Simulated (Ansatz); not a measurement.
Born–Oppenheimer molecular dynamics of CH4O2Si (8 atoms, charge 0, multiplicity 1). It starts from a relaxed structure.

The calculation used RKS r2SCAN/STO-3G in Ansatz 0.2.0.

```
ensemble                      : NVE (velocity Verlet)
time step                     : 1 fs
steps asked                   : 150
starting velocities drawn for : 300 K
seed                          : 589313
```

First frame:

```xyz
8
Properties=species:S:1:pos:R:3
O -0.943 1.848 -0.265
C -0.635 0.566 0.227
Si 0.858 -0.354 -0.090
O 0.744 -2.026 0.319
H -0.508 1.861 -1.195
H -1.127 0.488 1.218
H 1.109 -0.372 -1.525
H 0.501 -2.011 1.312
```

Q: What does the run give?

A: The run went to its last step.

| Property | Result |
| --- | --- |
| steps done | 150 |
| time covered | 150 fs |
| mean temperature over the second half | 151 K |
| spread of the potential energy over the second half | 4.8 meV per atom |
| mean potential energy of the second half above the start | 14.7 meV per atom |

The conserved energy stayed within 0.51 meV per atom of its start (net change 0.18 meV per atom), so the integration is sound. The temperature averaged 0.50 of the 300 K drawn at the start: a run that starts near a minimum puts about half its kinetic energy into the potential. A run of 0.15 ps of so small a system gives no equilibrium averages. Limits of this set-up: minimal basis.

Q: What happens to the structure?

A: The same pairs are bonded in the first frame and the last. Pairs count as bonded within 1.25 times the sum of covalent radii (0.12 Å more for H–H). Another seed would give other details.

Q: How do temperature and energy run in time?

A: 
```tsv
time (fs)	T (K)	potential energy less start (eV)	conserved less start (meV/atom)
0.0	300	0.000	0.00
7.0	119	0.144	0.48
14.0	102	0.154	0.16
21.0	200	0.080	0.26
28.0	105	0.154	0.36
35.0	106	0.152	0.13
42.0	214	0.070	0.38
49.0	120	0.140	0.13
56.0	101	0.157	0.37
63.0	222	0.063	0.25
70.0	132	0.131	0.10
77.0	89	0.168	0.51
84.0	251	0.039	0.04
91.0	136	0.130	0.32
98.0	101	0.157	0.37
105.0	228	0.056	0.06
112.0	114	0.148	0.45
119.0	117	0.143	0.13
126.0	191	0.087	0.29
133.0	103	0.155	0.31
140.0	105	0.153	0.18
147.0	207	0.075	0.39
```

Run time: 5.3 min on 1 thread of Arm Neoverse V1, with other jobs on the host, peak memory 0.1 GiB.
